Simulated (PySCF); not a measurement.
SMILES C#Cc1ccc(C)s1, GFN2-xTB optimised geometry.

```
14

C      0.64    -2.96     0.00
C      0.48    -1.76     0.00
C      0.28    -0.38     0.00
C      1.22     0.61     0.00
C      0.65     1.90     0.00
C     -0.71     1.90     0.00
C     -1.63     3.07     0.00
S     -1.34     0.28     0.00
H      0.79    -3.99     0.00
H      2.27     0.41     0.00
H      1.24     2.80     0.00
H     -2.27     3.05     0.88
H     -1.06     3.99     0.00
H     -2.27     3.05    -0.88
```

Density from PBE/def2-TZVP run with PySCF at that geometry.

Minimum of the electron density along straight lines between bonded atoms, close to the bond critical point (lines longer than 1.1 times the sum of covalent radii, or with two minima, are not listed):

| bond | length / Å | ρ at the minimum / e bohr⁻³ | ∇²ρ there / e bohr⁻⁵ | position (fraction from the first atom) |
|---|---|---|---|---|
| C1–C2 | 1.202 | 0.416 | -1.19 | 0.49 |
| C2–C3 | 1.398 | 0.301 | -0.85 | 0.52 |
| C3–C4 | 1.367 | 0.325 | -0.92 | 0.52 |
| C4–C5 | 1.409 | 0.303 | -0.84 | 0.50 |
| C5–C6 | 1.361 | 0.330 | -0.94 | 0.49 |
| C6–C7 | 1.487 | 0.259 | -0.66 | 0.52 |
| C3–S8 | 1.745 | 0.204 | -0.37 | 0.48 |
| C6–S8 | 1.735 | 0.209 | -0.39 | 0.48 |
| C1–H9 | 1.048 | 0.297 | -1.10 | 0.66 |
| C4–H10 | 1.075 | 0.287 | -1.01 | 0.65 |
| C5–H11 | 1.076 | 0.285 | -1.00 | 0.64 |
| C7–H12 | 1.090 | 0.276 | -0.92 | 0.64 |
| C7–H13 | 1.088 | 0.278 | -0.94 | 0.64 |
| C7–H14 | 1.090 | 0.276 | -0.92 | 0.64 |
